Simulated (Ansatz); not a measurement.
`[SiH3]N([SiH3])[Si]S` + H–F → `F[Si]N([SiH3])[SiH3]` + H₂S  (ligand exchange at the Si–S bond)

Calculated with Ansatz (gas phase, PBE0-D4/def2-TZVP geometries, no zero-point term in ΔE). CBS: MP2 limit from def2 TZ/QZ plus the TZ coupled-cluster correction, frozen cores. This one scheme is used for every species. DFT in def2-TZVPP. One conformer a species, not always the lowest.

`[SiH3]N([SiH3])[Si]S`:

Cartesian coordinates in Å:
```
Si -0.180 1.183 0.515
N -0.006 -0.407 -0.189
Si 1.620 -1.067 -0.204
Si -1.241 -1.421 -0.879
S -3.080 -0.296 -0.687
H 1.169 1.623 0.960
H -1.093 1.154 1.686
H -0.706 2.154 -0.478
H 1.553 -2.408 -0.836
H 2.142 -1.183 1.182
H 2.528 -0.183 -0.979
H -2.707 0.851 -0.091
```

H–F:

Cartesian coordinates in Å:
```
F 0.347 0.097 -0.286
H -0.347 -0.097 0.286
```

`F[Si]N([SiH3])[SiH3]`:

Cartesian coordinates in Å:
```
F -1.588 -2.223 -0.823
Si -0.147 -2.181 -0.070
N 0.052 -0.471 0.030
Si 1.495 0.177 0.777
Si -1.145 0.656 -0.597
H 1.141 1.011 1.953
H 2.327 -0.976 1.209
H 2.253 1.009 -0.191
H -1.315 0.492 -2.060
H -0.626 2.023 -0.319
H -2.447 0.484 0.090
```

H₂S:

Z-matrix (Å, degrees):
```
S
H 1 1.341
H 1 1.341 2 92.3
```

(1) Is it downhill or uphill in electronic energy at CCSD(T)/CBS, and by how much? (Estimate.)

(2) What do these levels give: r2SCAN0-D4, CAM-B3LYP-D4, B2PLYP, PBE-QIDH, PBE, r2SCAN, PBE0, LC-ωPBE, MP2/def2-TZVPP, SCS-MP2/def2-TZVPP, MP2/def2-QZVPP, MP2/CBS(def2)? (An estimate is asked.)

Largest T1 diagnostic among the species: 0.014.

## Answers

(1) The calculation gave: Downhill: ΔE = -85.0 kJ/mol.

(2) Ansatz gave: r2SCAN0-D4 -86.1, CAM-B3LYP-D4 -102.6, B2PLYP -96.9, PBE-QIDH -82.4, PBE -80.1, r2SCAN -88.9, PBE0 -82.3, LC-ωPBE -96.8, MP2/def2-TZVPP -82.6, SCS-MP2/def2-TZVPP -92.8, MP2/def2-QZVPP -81.5, MP2/CBS(def2) -79.0 kJ/mol.

From BLYP to BHLYP (50 % exact exchange), in def2-TZVPP and without D4, ΔE moves by −5.5 kJ/mol. At CCSD(T), def2-SVP lies −11.8 kJ/mol from the extrapolated value and def2-TZVPP −3.6 kJ/mol.
